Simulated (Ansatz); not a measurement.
Ansatz (a program for electronic structure) input:

Ansatz 0.2 input:
```yaml
crystal:
  periodic: [false, false, false]
  atoms:
    - {symbol: Ge, position_ang: [0.20561840, 0.18195587, -0.21402856]}
    - {symbol: C, position_ang: [-0.93860242, -0.82525658, 0.96663904]}
    - {symbol: H, position_ang: [1.61218003, 0.35669680, 0.39971119]}
    - {symbol: H, position_ang: [0.35780422, -0.55646748, -1.55579574]}
    - {symbol: H, position_ang: [-0.38811164, 1.58131263, -0.45497256]}
    - {symbol: H, position_ang: [-1.53709267, -0.34655004, 1.73158840]}
    - {symbol: H, position_ang: [-0.99295420, -1.90604011, 0.92854846]}
basis:
  gaussian:
    orbitals: def2-TZVP
hamiltonian:
  xc: b3lyp
  dispersion: d3bj
magnetization: {spin_polarized: true, initial_magnetization: 1}
phonons: {temperatures: {t_min: 298.15, t_max: 298.15, t_step: 100}}
```

What final total energy does it print?

-2118.11380 Eh (B3LYP-D3(BJ)/def2-TZVP). The basis has 109 functions.

It need not be the lowest isomer of its formula.
